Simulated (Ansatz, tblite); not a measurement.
Forces on the cluster Be4 at its B3LYP/def2-TZVP geometry. Total charge 0; singlet.

The xTB rows come from tblite. The structure comes from a short search, and lower isomers may exist.

GFN1-xTB (tblite), largest force 0.49 eV/Å:

```xyz
4
positions Å, forces eV/Å
Be   -0.204   -0.287    1.203    0.081    0.113   -0.475
Be   -0.111    1.238   -0.159    0.043   -0.489    0.062
Be   -0.840   -0.590   -0.718    0.332    0.234    0.284
Be    1.155   -0.361   -0.325   -0.456    0.142    0.129
```

GFN2-xTB (tblite), largest force 0.48 eV/Å:

```
Be -0.077 -0.109 0.457
Be -0.043 0.471 -0.061
Be -0.319 -0.224 -0.273
Be 0.439 -0.137 -0.123
```

PBE/def2-TZVP (Ansatz), largest force 0.12 eV/Å:

```
Be -0.019 -0.029 0.118
Be -0.012 0.121 -0.017
Be -0.082 -0.057 -0.071
Be 0.113 -0.036 -0.031
```
